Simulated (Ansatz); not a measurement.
Geometry optimisation, Ansatz 0.2.0, RKS PBE-D4/cc-pVDZ.

Input file:

```yaml
crystal:
  periodic: [false, false, false]
  atoms:
    - { symbol: C, position_ang: [-0.47408, 1.14479, -0.63236] }
    - { symbol: "N", position_ang: [-0.49901, 0.17867, 0.19056] }
    - { symbol: Al, position_ang: [0.84093, -1.22469, 0.44782] }
    - { symbol: F, position_ang: [0.31372, -2.20313, 1.62556] }
    - { symbol: H, position_ang: [0.37659, 1.25448, -1.3021] }
    - { symbol: H, position_ang: [-1.27418, 1.88235, -0.70219] }
    - { symbol: H, position_ang: [-1.32796, 0.11996, 0.80381] }
    - { symbol: H, position_ang: [2.04398, -1.15243, -0.4311] }
total_charge: 1
basis:
  gaussian: { orbitals: cc-pVDZ }
hamiltonian:
  xc: pbe
  dispersion: d4
relax:
  f_tol: 0.02
  max_steps: 50
```

Run as:

```bash
$ ansatz run input.yaml --threads 1 --pin off --max-ram 2048MiB --backend cpu --events-out ev --progress --plain --runs-dir out
```

Problem. Where does it end, and by what steps?

Solution. It converged. Limits of this set-up: the dipole of an ion depends on the origin. After 6 steps the energy has fallen by 0.149 eV; H8 moved furthest, 0.10 Å.

| step | energy less start (eV) | largest force component (eV/Å) | accepted |
| --- | --- | --- | --- |
| 0 | 0.0000 | 1.540 | yes |
| 1 | -0.1196 | 0.820 | yes |
| 2 | -0.1471 | 0.134 | yes |
| 3 | -0.1472 | 0.132 | yes |
| 4 | -0.1297 | 0.483 | no |
| 5 | -0.1480 | 0.069 | yes |
| 6 | -0.1487 | 0.014 | yes |

```xyz
8
Properties=species:S:1:pos:R:3
C -0.472 1.147 -0.635
N -0.507 0.166 0.206
Al 0.862 -1.241 0.448
F 0.255 -2.214 1.676
H 0.394 1.255 -1.313
H -1.291 1.886 -0.693
H -1.351 0.133 0.807
H 2.111 -1.130 -0.496
```

Whether the end is a true minimum wasn't checked by a vibrational analysis.

Run time: 13 s on 1 thread of Intel(R) Xeon(R) Platinum 8488C (Sapphire Rapids), with other jobs on the host, peak memory 0.16 GiB.
